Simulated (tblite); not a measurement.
Isomers of C3H10F2OSi2. All values are computed: GFN2-xTB (tblite) harmonic vibrations without scaling, gas phase. Errors from tens to a few hundred cm⁻¹ against measured bands are possible. Modes of hydrogen on silicon can be 10 to 20 % off. One conformer each.

Electronic energies: GFN2-xTB at the same geometries; isomer energies are rough at this level and their order can be wrong.

```csv
SMILES,"electronic energy, lowest = 0 (kJ/mol)"
C[Si](C)(CF)O[SiH2]F,21.3
C[SiH2]O[Si@H](C)C(F)F,191.0
CCO[Si](F)(F)C[SiH3],0.0
FC(F)OCC([SiH3])[SiH3],438.7
```

Task: How do GFN2-xTB zero-point energies change the relative energies?

Result: 
```csv
SMILES,ZPE (kJ/mol),of it from modes above 1550 cm⁻¹,electronic (kJ/mol),"with ZPE, lowest = 0 (kJ/mol)",lowest mode (cm⁻¹),rings
CCO[Si](F)(F)C[SiH3],331.3,166.5,0.0,0.0,17,0
C[Si](C)(CF)O[SiH2]F,332.1,172.8,21.3,22.1,8,0
C[SiH2]O[Si@H](C)C(F)F,324.4,167.0,191.0,184.1,12,0
FC(F)OCC([SiH3])[SiH3],311.5,150.9,438.7,418.9,36,0
```

The zero-point energies span 20.6 kJ/mol, from `FC(F)OCC([SiH3])[SiH3]` to `C[Si](C)(CF)O[SiH2]F`. The order is unchanged.
